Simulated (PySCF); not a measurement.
SMILES COc1ccccc1-c1ccsc1 (C₁₁H₁₀OS) (GFN2-xTB optimised geometry):

```
23

C     -3.178    -1.129    -0.128
O     -1.777    -1.074    -0.016
C     -1.166     0.146     0.000
C     -1.849     1.355    -0.002
C     -1.158     2.555     0.002
C      0.223     2.564     0.003
C      0.911     1.364     0.000
C      0.242     0.146     0.000
C      1.009    -1.101    -0.013
C      2.229    -1.260    -0.733
C      2.771    -2.491    -0.590
S      1.823    -3.498     0.434
C      0.676    -2.241     0.657
H     -3.425    -2.188    -0.178
H     -3.531    -0.633    -1.038
H     -3.671    -0.685     0.744
H     -2.928     1.375    -0.005
H     -1.710     3.484     0.004
H      0.764     3.498     0.008
H      1.991     1.365     0.014
H      2.659    -0.489    -1.347
H      3.671    -2.880    -1.024
H     -0.172    -2.412     1.288
```

Method: CAM-B3LYP/def2-SVP in PySCF 2.14.0.

What are the frontier orbital energies and the dipole moment?

HOMO-2 -8.09 eV, HOMO-1 -7.91 eV, HOMO -7.12 eV, LUMO 0.59 eV, LUMO+1 1.32 eV; dipole moment 1.72 D.

Meta-Löwdin charges at CAM-B3LYP/def2-SVP: C1 -0.07, O2 -0.35, C3 0.20, C4 -0.17, C5 -0.09, C6 -0.12, C7 -0.10, C8 -0.02, C9 -0.02, C10 -0.14, C11 -0.24, S12 0.26, C13 -0.23, H14 0.12, H15 0.09, H16 0.09, H17 0.10, H18 0.10, H19 0.10, H20 0.10, H21 0.11, H22 0.12, H23 0.13.
